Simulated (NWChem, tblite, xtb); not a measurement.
**BHSBrCl (SMILES SB(Cl)Br): the dipole moment, rung by rung**

BHSBrCl has 5 atoms, charge 0, and is taken as a singlet. SMILES: `SB(Cl)Br`. The coordinates come from a PBE0-D4/def2-TZVP relaxation. This is one conformer, not always the lowest.

```xyz
5

S     0.3363    1.3418    0.3295
B     0.1412   -0.4249    0.1767
Cl    1.0032   -1.4354    1.3060
Br   -0.9624   -1.2300   -1.1608
H    -0.4685    1.6748   -0.6929
```

Each level gives the dipole moment (D). The values are calculated.

```json
{"level": "GFN2-xTB", "kind": "semi-empirical", "program": "tblite", "value (D)": "2.04"}
{"level": "IPEA1-xTB", "kind": "semi-empirical", "program": "tblite", "value (D)": "2.39"}
{"level": "GFN0-xTB", "kind": "semi-empirical", "program": "xtb", "value (D)": "1.01"}
{"level": "GFN1-xTB", "kind": "semi-empirical", "program": "xtb", "value (D)": "1.85"}
{"level": "HF/STO-3G", "kind": "Hartree–Fock", "program": "NWChem", "value (D)": "2.25"}
{"level": "HF/3-21G", "kind": "Hartree–Fock", "program": "NWChem", "value (D)": "1.98"}
{"level": "r2SCAN/pcseg-1", "kind": "meta-GGA", "program": "NWChem", "value (D)": "1.45"}
{"level": "B3LYP/6-31G* (spherical functions)", "kind": "global hybrid", "program": "NWChem", "value (D)": "1.31"}
{"level": "B3LYP/6-31G* (Cartesian functions)", "kind": "global hybrid", "program": "NWChem", "value (D)": "1.31"}
```

All-electron rows without a relativistic Hamiltonian named are non-relativistic. The values span 1.01 to 2.39 D. Sets without polarisation functions give poor dipoles.
